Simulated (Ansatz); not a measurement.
Reaction (substitution at a C–C bond): `O=CCCBr` + `OC[SiH2]S` → `O=COC[SiH2]S` + `CCBr`

Program: Ansatz. Geometries: PBE0-D4/def2-TZVP. ΔE: electronic, gas phase. CCSD(T)/CBS adds triple-zeta CCSD(T) − MP2 to the extrapolated MP2 energy (def2 sets, frozen cores). For Br outer-core shells are correlated without core-valence functions, which leaves a few kJ/mol of doubt a bond. Scalar relativity is left out up to krypton. Each species was taken in one conformer, which may not be the lowest.

```csv
species,CCSD(T)/CBS(def2) energy (Eh)
`O=CCCBr`,-2765.64441
`OC[SiH2]S`,-803.70411
`O=COC[SiH2]S`,-916.93201
`CCBr`,-2652.43806
```

(1) Work out ΔE.

Largest T1 diagnostic among the species: 0.015.

Results:

(1) ΔE = (-916.93201) + (-2652.43806) − (-2765.64441) − (-803.70411) = -0.02155 Eh = -56.6 kJ/mol.

In def2-TZVPP, CCSD(T) changes the Hartree–Fock value by +3.2 kJ/mol (the triples alone add −2.7 kJ/mol) and MP2 by +3.0 kJ/mol. From PBE to PBE0 (25 % exact exchange), in def2-TZVPP and without D4, ΔE moves by +4.6 kJ/mol.
